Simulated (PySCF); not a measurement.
Start geometry of `O=C1CO[C@@H]1[C@@H](F)C(F)(F)F` from GFN2-xTB (Å):
```
atom  x, y, z in Å
O1     0.6796    1.8927   -1.1580
C2     0.9385    0.9642   -0.5135
C3     1.9478   -0.1422   -0.5600
O4     1.4702   -0.6745    0.6658
C5     0.4463    0.3382    0.7880
C6    -0.9740   -0.2205    0.9086
F7    -1.7471    0.5870    1.6729
C8    -1.6514   -0.4094   -0.4518
F9    -2.0243    0.7386   -0.9924
F10   -2.7713   -1.1622   -0.3160
F11   -0.8709   -1.0569   -1.3004
H12    1.8778   -0.8356   -1.3809
H13    2.9787    0.1930   -0.4612
H14    0.6046    0.9856    1.6831
H15   -0.9198   -1.2155    1.4085
```

What comes out of this run: PySCF, PBE0-D3(BJ)/def2-SVP geometry optimisation, gas phase?

```
atom  x, y, z in Å
O1     0.849    1.973   -1.134
C2     1.018    0.959   -0.541
C3     1.895   -0.276   -0.678
O4     1.347   -0.787    0.540
C5     0.497    0.329    0.763
C6    -0.959   -0.074    0.948
F7    -1.640    0.934    1.561
C8    -1.706   -0.419   -0.336
F9    -1.949    0.666   -1.060
F10   -2.867   -1.005   -0.060
F11   -0.982   -1.261   -1.080
H12    1.675   -0.913   -1.552
H13    2.980   -0.081   -0.621
H14    0.774    0.918    1.659
H15   -0.967   -0.975    1.585
```

The energy falls by 15.7 kJ/mol over 12 energy and gradient evaluations, the largest force component goes from 0.0484 to 3.3e-04 Eh/bohr, and the atoms move by 0.152 Å rms after alignment. Among the bonds, O1=C2, C8–F10 and C3–H12 change most and about equally (-0.027 to +0.027 Å). Bonds longer at the end by more than 0.005 Å: 8 of 15; shorter: 6. Among the angles that change most is C5–C6–C8, from 112.7° to 115.3°. Among the dihedrals that turn most is O4–C5–C6–F7, from 148° to 161°. Rotational constants go from 1696, 918.0, 867.3 to 1696, 897.6, 875.3 MHz. The orientation of the end geometry is arbitrary; only internal coordinates are fixed.

The run used 174 basis functions and 84 SCF cycles in all.

Whether it is a minimum is left open (no frequencies). The numbers are those of one conformer.
